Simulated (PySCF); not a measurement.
Spinor energies of V³⁺ (vanadium, charge +3)

Start: [Ar] 3d1 4p1; 3d5/2 filled at m_j = +5/2; 4p3/2 filled at m_j = +3/2. Calculated with PySCF 2.14 in x2c-TZVPall-2c (6s7p4d1f, 54 functions): generalised Hartree-Fock with the X2C-1e Hamiltonian and a Gaussian nucleus; one run each with spin-orbit coupling (SO) switched off, then screened by Boettger's factors. This is a chosen level, not necessarily the ground level.

```tsv
spinor shell	electrons	ε, spin-free (eV)	ε, screened SO (eV)	weight of nominal j (screened SO)	rms radius, screened SO (bohr)
1s1/2	2	-5565.3	-5565.3	1.000	0.0768
2s1/2	2	-704.10	-704.11	1.000	0.332
2p1/2	2	-592.50	-597.21	0.996	0.301
2p3/2	4	-592.50	-590.22	0.998	0.303
3s1/2	2	-130.66	-130.68	1.000	0.989
3p3/2	4	-96.991	-96.735	0.857	1.05
3p1/2	2	-96.991	-97.568	0.714	1.05
3d5/2	1	-54.794	-54.772	1.000	1.21
4p3/2	1	-27.845	-27.805	1.000	2.97
```

```csv
quantity,spin-free,screened SO
E (hartree),-945.71638,-945.72250
M_J,4,4
⟨J²⟩,20.006,20.006
⟨L²⟩,12.005,12.005
⟨S²⟩,2.001,2.001
```

Each row is a mean over spinors that exchange with the open shell spreads, by up to 6.737 eV (3p3/2).

Rows whose weight is well below 1 are mixtures of j = l ± 1/2: exchange outweighs spin-orbit coupling there, and the label is only the starting occupation.

Without spin-orbit coupling the j labels of p, d and f shells carry no meaning; the spin-free column gives the mean over the occupied spinors of each nl shell.
